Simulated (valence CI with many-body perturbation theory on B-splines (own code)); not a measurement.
## Sensitivity of CI+MBPT for Bi LIII

Calculated by relativistic CI+MBPT: three valence electrons over a frozen Dirac-Fock core [Ar] 3d10, radial functions for each j: 6 s, 6 p, 5 d, 3 f, 1 g, with the one-electron correlation potential Σ1, the two-electron term Σ2, the three-electron term Σ3, Breit, model QED; selected CI, second order for the rest, scaled by the run's own slope (own B-spline code, finite nucleus).

No measured spectrum was set against this ion. As an estimate, large intervals hold to a few tenths of a per cent, small ones and those within an open d or f shell to about a per cent.

The reference run has the lowest level (4s^2 4p1/2) J=1/2 and an ionisation energy of 3152.57 eV. Its largest variational space holds 2799 state functions.

Levels are named by their leading jj configuration (3d3/2^4 stands for four electrons in 3d with j = 3/2), which in mixed levels can hold well under half, so a name can repeat and another be missing. Letters in brackets count levels of one name in rising energy.

Changed runs:
A. correlating orbitals by l 3 3 3 2 1 → 3 3 4 2 1
B. scale of Σ1 1 → 0; scale of Σ2 1 → 0; three-electron term on → off
C. scale of Σ1 1 → 0; scale of Σ2 1 → 0; three-electron term on → off; selection threshold (hartree) 2e-08 → 1e-05
D. correlating orbitals by l 3 3 3 2 1 → 2 2 1 1 0; natural orbitals for correlation on → off (bad on purpose)

Excitation energies of the reference run in cm⁻¹, and shifts in cm⁻¹:

```tsv
Level	Reference	A	B	C	D
(4s 4p1/2^2) J=1/2	975265	-1.2	+985	+985	-50
(4s^2 4p3/2) J=3/2	1462780	+1.1	-4102	-4102	-86
(4s 4p1/2 4p3/2) J=3/2 [a]	2306320	+4.2	-7140	-7140	-783
(4s 4p1/2 4p3/2) J=5/2	2388470	+0.3	-4806	-4807	-274
(4s 4p1/2 4p3/2) J=3/2 [b]	2501170	-5.1	-401	-400	+158
(4s 4p1/2 4p3/2) J=1/2	2520300	-4.6	+3167	+3168	+183
(4s^2 4d3/2) J=3/2	3027840	-2.6	+5650	+5650	+769
(4s^2 4d5/2) J=5/2	3316640	+1.1	+2147	+2147	+479
(4p1/2^2 4p3/2) J=3/2	3472760	-6.3	+2164	+2164	-197
(4s 4p1/2 4d3/2) J=3/2 [a]	3795550	-9.1	-3180	-3180	-509
(4s 4p3/2^2) J=5/2	3826890	+3.4	-7798	-7798	-295
(4s 4p1/2 4d3/2) J=5/2	3869710	-11	-1365	-1365	-67
Ionisation energy (eV)	3152.57	+0.0013	-2.00	-2.00	-0.14
```
